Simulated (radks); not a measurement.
All-electron atom: Re IV in [Xe] 4f14 5d4. Calculated with a radial shooting solver on a logarithmic mesh with Libxc functionals: scalar-relativistic Kohn-Sham, BLYP, spin-polarised, spherical densities, point nucleus; open shells are filled with parallel spins first (spin-orbit coupling, left out, can overturn this in heavy ions).

Normalised radial functions P(r) = r R(r), r in bohr:

r,5d down
0.0008937,0.0000
0.001032,0.0000
0.001192,0.0000
0.001377,0.0000
0.00159,0.0000
0.001836,0.0000
0.00212,0.0000
0.002449,0.0001
0.002828,0.0001
0.003266,0.0001
0.003772,0.0002
0.004356,0.0003
0.005031,0.0004
0.00581,0.0007
0.006657,0.0009
0.007688,0.0014
0.008878,0.0020
0.01025,0.0030
0.01184,0.0043
0.01368,0.0062
0.01579,0.0089
0.01824,0.0128
0.02106,0.0181
0.02433,0.0254
0.0281,0.0353
0.03245,0.0483
0.03747,0.0652
0.04328,0.0863
0.04998,0.1120
0.05772,0.1418
0.06666,0.1742
0.07698,0.2068
0.08891,0.2352
0.1027,0.2536
0.1186,0.2551
0.1369,0.2323
0.1582,0.1798
0.1827,0.0959
0.2109,-0.0148
0.2436,-0.1398
0.2814,-0.2595
0.3249,-0.3496
0.3753,-0.3871
0.4334,-0.3557
0.5005,-0.2518
0.578,-0.0854
0.6622,0.1098
0.7648,0.3298
0.8832,0.5342
1.02,0.6972
1.178,0.8007
1.361,0.8381
1.571,0.8131
1.815,0.7375
2.096,0.6270
2.42,0.4981
2.795,0.3667
3.228,0.2469
3.728,0.1498
4.305,0.0806
4.972,0.0378
5.742,0.0152

5d down (empty): eigenvalue -31.402 eV, 2 radial nodes at r = 0.207, 0.615 bohr, <r> = 1.70 bohr, 90 % of the charge inside 2.61 bohr.
